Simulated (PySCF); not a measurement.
IK, singlet, geometry from GFN2-xTB (such geometries of metal compounds can be far from the true shape) (all electrons, no relativity); B97M-V/STO-3G (PySCF).

Input for PySCF:
```python
from pyscf import gto, scf, dft

mol = gto.Mole()
mol.atom = '''
    K    -0.000000   -0.000000   -2.323816
    I     0.000000    0.000000    0.833066
'''
mol.basis = 'sto-3g'
mol.charge = 0
mol.spin = 0
mol.verbose = 4
mol.build()

mf = dft.RKS(mol)
mf.xc = 'b97m_v'
mf.kernel()
```

**Question.** Write the output that PySCF gives for this input, abridged.

**Answer.** 
```
PySCF version 2.14.0

[INPUT] verbose = 4
[INPUT] num. atoms = 2
[INPUT] num. electrons = 72
[INPUT] charge = 0
[INPUT] spin (= nelec alpha-beta = 2S) = 0
[INPUT] symmetry False subgroup None
[INPUT] Mole.unit = angstrom
[INPUT] Symbol           X                Y                Z      unit          X                Y                Z       unit  Magmom
[INPUT]  1 K      0.000000000000   0.000000000000  -2.323816000000 AA    0.000000000000   0.000000000000  -4.391375803882 Bohr   0.0
[INPUT]  2 I      0.000000000000   0.000000000000   0.833066000000 AA    0.000000000000   0.000000000000   1.574266583687 Bohr   0.0

nuclear repulsion = 168.79992707882
number of shells = 18
number of NR pGTOs = 120
number of NR cGTOs = 40
basis = sto-3g
ecp = {}

******** <class 'pyscf.dft.rks.RKS'> ********
method = RKS
initial guess = minao
damping factor = 0
level_shift factor = 0
DIIS = <class 'pyscf.scf.diis.CDIIS'>
diis_start_cycle = 1
diis_space = 8
diis_damp = 0
SCF conv_tol = 1e-09
SCF conv_tol_grad = None
SCF max_cycles = 50
direct_scf = True
direct_scf_tol = 1e-13
XC library pyscf.dft.libxc version 7.1.2
    S. Lehtola, C. Steigemann, M. J. T. Oliveira, and M. A. L. Marques,  SoftwareX 7, 1–5 (2018)
XC functionals = b97m_v
    N. Mardirossian and M. Head-Gordon,  J. Chem. Phys. 142, 074111 (2015)
radial grids:
    Treutler-Ahlrichs [JCP 102, 346 (1995); DOI:10.1063/1.469408] (M4) radial grids

becke partition: Becke, JCP 88, 2547 (1988); DOI:10.1063/1.454033
pruning grids: <function nwchem_prune>
grids dens level: 3
symmetrized grids: False
atomic radii adjust function: <function treutler_atomic_radii_adjust>
** Following is NLC and NLC Grids **
NLC functional = b97m_v
radial grids:
    Treutler-Ahlrichs [JCP 102, 346 (1995); DOI:10.1063/1.469408] (M4) radial grids

becke partition: Becke, JCP 88, 2547 (1988); DOI:10.1063/1.454033
pruning grids: <function nwchem_prune>
grids dens level: 3
symmetrized grids: False
atomic radii adjust function: <function treutler_atomic_radii_adjust>
small_rho_cutoff = 0
Set gradient conv threshold to 3.16228e-05
Initial guess from minao.
tot grids = 42000
tot grids = 42000
init E= -7424.18274015102
  HOMO = -0.61215265325887  LUMO = -0.165633984852281  gap/eV = 12.15039
cycle= 1 E= -7446.17911822674  delta_E=  -22  |g|= 0.215  |ddm|= 1.47

WARN: HOMO 0.0219106617793241 == LUMO 0.0219106617793717

cycle= 2 E= -7445.35577981982  delta_E= 0.823  |g|= 0.682  |ddm|= 4.36
  HOMO = -0.0859529124522638  LUMO = 0.0351067319398294  gap/eV = 3.29420
cycle= 3 E= -7446.24029661745  delta_E= -0.885  |g|= 0.0557  |ddm|= 4.17
  HOMO = -0.0405515887164411  LUMO = 0.0123602394737026  gap/eV = 1.43980
cycle= 4 E= -7446.24318570864  delta_E= -0.00289  |g|= 0.0427  |ddm|= 0.654
  HOMO = -0.0544247065811938  LUMO = 0.0128121418918652  gap/eV = 1.82961
cycle= 5 E= -7446.2454464267  delta_E= -0.00226  |g|= 0.000905  |ddm|= 0.247
  HOMO = -0.0553174610231031  LUMO = 0.0121085662601814  gap/eV = 1.83476
cycle= 6 E= -7446.24544692954  delta_E= -5.03e-07  |g|= 0.000202  |ddm|= 0.00281
  HOMO = -0.05535952263054  LUMO = 0.0120981099941612  gap/eV = 1.83562
cycle= 7 E= -7446.24544694736  delta_E= -1.78e-08  |g|= 1.06e-05  |ddm|= 0.000454
  HOMO = -0.0553601064458808  LUMO = 0.0120965238927921  gap/eV = 1.83559
cycle= 8 E= -7446.24544694745  delta_E= -9e-11  |g|= 2.36e-06  |ddm|= 4.15e-05
  HOMO = -0.0553621821070373  LUMO = 0.012097343527128  gap/eV = 1.83567
Extra cycle  E= -7446.24544694745  delta_E= 1.82e-12  |g|= 3.42e-06  |ddm|= 3.47e-05
converged SCF energy = -7446.24544694745
```
